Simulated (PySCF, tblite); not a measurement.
Species: C3H10O2SSi.
Structure used (GFN2-xTB), in Å, numbered top down from 1:
```xyz
17
C3H10O2SSi angstrom
C     -2.1974   -1.4857   -0.2101
C     -1.6692   -0.1386    0.2528
O     -0.3333    0.0091   -0.1625
Si     0.5289    1.3618   -0.2607
O     -0.3109    2.5016   -1.0518
S      2.2871    0.8572   -1.3570
C      2.8206   -0.6226   -0.4455
H     -2.1555   -1.5485   -1.2942
H     -3.2268   -1.6080    0.1149
H     -1.5936   -2.2876    0.2077
H     -2.2678    0.6765   -0.1641
H     -1.7044   -0.0661    1.3459
H      0.8957    1.8603    1.0614
H      0.1325    3.2145   -1.5017
H      3.1280   -0.3369    0.5553
H      1.9996   -1.3296   -0.4063
H      3.6596   -1.0453   -0.9878
```

Level of theory: wB97X-D/def2-SVPD in PySCF (dipole) on a GFN2-xTB geometry, gas phase.

Take the most abundant isotopes and a rigid rotor. The values belong to one conformer with, in the numbering `[CH3:1][CH2:2][O:3][Si@H:4]([OH:5])[S:6][CH3:7]`, C1–C2–O3–Si4 163°, C2–O3–Si4–O5 -49°, O3–Si4–O5–H -155°, O3–Si4–S6–C7 -50°.

Problem. Give the principal moments of inertia and the rotational constants in cm⁻¹.

Solution. Ia = 204.29, Ib = 454.34, Ic = 603.94 u·Å²; 505379 MHz·u·Å²/I gives 2474, 1112 and 836.8 MHz, that is A = 0.08252, B = 0.03710, C = 0.02791 cm⁻¹.

Problem. What kind of rotor is it?

Solution. An asymmetric top; Ray's κ = -0.663.

Problem. Is it planar, by Δ = Ic − Ia − Ib?

Solution. Not planar: Δ = Ic − Ia − Ib = -54.69 u·Å². For a rigid frame Δ = −2 Σ m c², so Σ m c² = 27.35 u·Å² lies off the ab plane: 10.19 from hydrogen and 17.15 from heavier atoms. The atom farthest from that plane is 1.87 Å away.

Problem. Give the other two planar moments, Paa and Pbb, and the rms extents of the mass along the axes.

Solution. Paa = Σ m a² = (Ib + Ic − Ia)/2 = 427.00 and Pbb = Σ m b² = (Ia + Ic − Ib)/2 = 176.94 u·Å². With the mass M = 138.02 u, the rms extents √(P/M) along a, b and c are 1.76, 1.13, 0.45 Å.

Problem. List the rotational levels J(Ka,Kc) to J = 5 (MHz).

Solution. Above 0(0,0):
J = 1: 1(0,1) 1949, 1(1,1) 3311, 1(1,0) 3586
J = 2: 2(0,2) 5810, 2(1,2) 6933, 2(1,1) 7760, 2(2,1) 11845, 2(2,0) 11882
J = 3: 3(0,3) 11511, 3(1,3) 12345, 3(1,2) 13995, 3(2,2) 17692, 3(2,1) 17876, 3(3,1) 25211, 3(3,0) 25214
J = 4: 4(0,4) 18966, 4(1,4) 19524, 4(1,3) 22257, 4(2,3) 25459, 4(2,2) 25984, 4(3,2) 33074, 4(3,1) 33097, 4(4,1) 43510, 4(4,0) 43510
J = 5: 5(0,5) 28106, 5(1,5) 28446, 5(1,4) 32491, 5(2,4) 35121, 5(2,3) 36250, 5(3,3) 42919, 5(3,2) 43007, 5(4,2) 53339, 5(4,1) 53341, 5(5,1) 66755, 5(5,0) 66755

Problem. Which types of transition are allowed, and where do some lines up to J = 4 fall?

Solution. The dipole components are |μa| = 0.92 D, |μb| = 0.23 D, |μc| = 0.89 D. The squared components, which scale the intensities, stand as 1.00 : 0.06 : 0.95 (a : b : c). Some lines, for components of 0.1 D or more:

```json
{"type": "a", "branch": "Q", "J(Ka,Kc)": "4(2,2) ← 4(2,3)", "MHz": "525", "lower level (cm⁻¹)": "0.849"}
{"type": "c", "branch": "Q", "J(Ka,Kc)": "4(1,4) ← 4(0,4)", "MHz": "558", "lower level (cm⁻¹)": "0.633"}
{"type": "c", "branch": "Q", "J(Ka,Kc)": "1(1,1) ← 1(0,1)", "MHz": "1362", "lower level (cm⁻¹)": "0.065"}
{"type": "a", "branch": "R", "J(Ka,Kc)": "1(0,1) ← 0(0,0)", "MHz": "1949", "lower level (cm⁻¹)": "0.000"}
{"type": "a", "branch": "Q", "J(Ka,Kc)": "4(1,3) ← 4(1,4)", "MHz": "2733", "lower level (cm⁻¹)": "0.651"}
{"type": "a", "branch": "R", "J(Ka,Kc)": "3(1,3) ← 2(1,2)", "MHz": "5412", "lower level (cm⁻¹)": "0.231"}
{"type": "c", "branch": "R", "J(Ka,Kc)": "2(1,1) ← 1(0,1)", "MHz": "5811", "lower level (cm⁻¹)": "0.065"}
{"type": "a", "branch": "R", "J(Ka,Kc)": "4(3,2) ← 3(3,1)", "MHz": "7863", "lower level (cm⁻¹)": "0.841"}
{"type": "a", "branch": "R", "J(Ka,Kc)": "4(2,2) ← 3(2,1)", "MHz": "8108", "lower level (cm⁻¹)": "0.596"}
{"type": "c", "branch": "R", "J(Ka,Kc)": "3(1,2) ← 2(0,2)", "MHz": "8186", "lower level (cm⁻¹)": "0.194"}
{"type": "c", "branch": "R", "J(Ka,Kc)": "2(2,0) ← 1(1,0)", "MHz": "8296", "lower level (cm⁻¹)": "0.120"}
{"type": "c", "branch": "R", "J(Ka,Kc)": "2(2,1) ← 1(1,1)", "MHz": "8534", "lower level (cm⁻¹)": "0.110"}
{"type": "b", "branch": "R", "J(Ka,Kc)": "4(3,2) ← 3(2,1)", "MHz": "15198", "lower level (cm⁻¹)": "0.596"}
{"type": "b", "branch": "R", "J(Ka,Kc)": "4(4,1) ← 3(3,0)", "MHz": "18296", "lower level (cm⁻¹)": "0.841"}
```

Problem. Estimate the classical rotational partition function at 10 K, 25 K and 298.15 K.

Solution. Point group C1, symmetry number σ = 1; q = (√π/σ)·√((kT/h)³/(ABC)), k/h = 20836.6 MHz/K: 3510 at 10 K, 13900 at 25 K, 572000 at 298.15 K.

Its GFN2-xTB frequencies are all real (lowest 20 cm⁻¹). Zero-point vibration and centrifugal distortion are left out. A rigid rotor knows nothing of internal rotation, which can split or shift real lines.
